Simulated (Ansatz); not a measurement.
Reaction (formal exchange of groups at a Zr–C bond): `C[O][Zr]([CH3])([OH])[Cl]` + benzene → `C[O][Zr]([OH])([Cl])[c]1ccccc1` + CH₄

Gas-phase electronic energies from Ansatz, PBE0-D4/def2-TZVP geometries. CCSD(T)/CBS is the MP2 limit (def2-TZVPP, def2-QZVPP) plus CCSD(T) − MP2 in def2-TZVPP, frozen cores. This one scheme is used for every species. Functionals use def2-TZVPP. def2 core potentials past Kr. For Zr outer-core shells are correlated without core-valence functions, which leaves a few kJ/mol of doubt a bond. Each species was taken in one conformer, which may not be the lowest.

`C[O][Zr]([CH3])([OH])[Cl]`:

Cartesian coordinates in Å:
```
C 0.679 1.232 -2.074
O 0.120 0.468 -1.053
Zr -0.819 -0.465 0.305
C 0.766 -1.207 1.665
O -1.926 0.672 1.372
Cl -1.966 -2.358 -0.566
H 1.768 1.251 -1.975
H 0.307 2.261 -2.034
H 0.425 0.806 -3.050
H 0.328 -1.772 2.496
H 1.455 -1.871 1.131
H 1.354 -0.386 2.091
H -2.490 1.369 1.692
```

`c1ccccc1`:

```xyz
12

C     0.969   -0.651   -0.750
C    -0.365   -0.726   -1.124
C    -1.334   -0.075   -0.375
C    -0.969    0.651    0.750
C     0.365    0.726    1.124
C     1.334    0.075    0.375
H     1.726   -1.160   -1.336
H    -0.650   -1.294   -2.003
H    -2.376   -0.134   -0.667
H    -1.726    1.160    1.336
H     0.650    1.294    2.003
H     2.376    0.134    0.667
```

`C[O][Zr]([OH])([Cl])[c]1ccccc1`:

Cartesian coordinates in Å:
```
C 3.522 0.866 -0.820
O 2.462 0.740 0.073
Zr 1.076 0.713 1.367
O 0.500 2.451 1.926
Cl 1.665 -0.697 3.188
C -0.649 -0.184 0.311
C -0.464 -1.281 -0.540
C -1.535 -1.908 -1.161
C -2.825 -1.445 -0.943
C -3.039 -0.358 -0.108
C -1.962 0.262 0.509
H 3.795 1.918 -0.949
H 3.240 0.457 -1.795
H 4.396 0.320 -0.451
H 0.513 3.379 2.145
H 0.537 -1.662 -0.730
H -1.366 -2.757 -1.814
H -3.665 -1.932 -1.427
H -4.047 0.005 0.062
H -2.154 1.114 1.157
```

CH₄:

```xyz
5

C     0.000    0.000    0.000
H     0.272   -0.772   -0.719
H     0.635    0.873   -0.147
H     0.136   -0.382    1.012
H    -1.043    0.280   -0.145
```

CCSD(T)/CBS gives -12.1 kJ/mol.

(1) Another level gave -17.0 kJ/mol. Which?
A. CCSD(T)/def2-TZVPP
B. HF/def2-TZVPP
C. PBE/def2-TZVPP
D. B2PLYP/def2-TZVPP

Largest T1 diagnostic among the species: 0.016.

Results:

(1) A. CCSD(T)/def2-TZVPP -17.0, HF/def2-TZVPP -0.4, B2PLYP -10.4, PBE -5.0 kJ/mol.

The D4 term adds −11.2 kJ/mol with B3LYP and −7.1 kJ/mol with PBE0; it sums over pairs of atoms, weighted by their polarisabilities, and B3LYP, whose exchange is more repulsive, gets the larger term. In def2-TZVPP, CCSD(T) changes the Hartree–Fock value by −16.6 kJ/mol (the triples alone add −5.2 kJ/mol) and MP2 by −22.4 kJ/mol.

B3LYP here is the variant with VWN-RPA as its local correlation; programs differ in this.
